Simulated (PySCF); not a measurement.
SMILES [SeH]CCc1ccco1 (GFN2-xTB optimised geometry):

```
16

Se    -0.273    -2.400    -2.604
C     -1.857    -1.962    -1.491
C     -1.428    -1.683    -0.054
C     -0.448    -0.561     0.000
C      0.917    -0.561     0.000
C      1.312     0.800     0.000
C      0.161     1.521    -0.002
O     -0.910     0.707    -0.003
H     -1.049    -3.007    -3.665
H     -2.333    -1.085    -1.933
H     -2.533    -2.816    -1.541
H     -0.967    -2.576     0.372
H     -2.313    -1.425     0.533
H      1.558    -1.420     0.009
H      2.313     1.180     0.000
H     -0.028     2.576    -0.003
```

Computed with PBE/def2-TZVP (PySCF).

Question: What are the frontier orbital energies and the dipole moment?

Answer: HOMO-2 -6.84 eV, HOMO-1 -5.48 eV, HOMO -5.19 eV, LUMO -0.85 eV, LUMO+1 -0.48 eV; dipole moment 1.11 D.

Meta-Löwdin charges at PBE/def2-TZVP: Se1 -0.07, C2 -0.28, C3 -0.22, C4 0.15, C5 -0.20, C6 -0.19, C7 0.01, O8 -0.21, H9 0.06, H10 0.13, H11 0.13, H12 0.13, H13 0.13, H14 0.14, H15 0.14, H16 0.14.
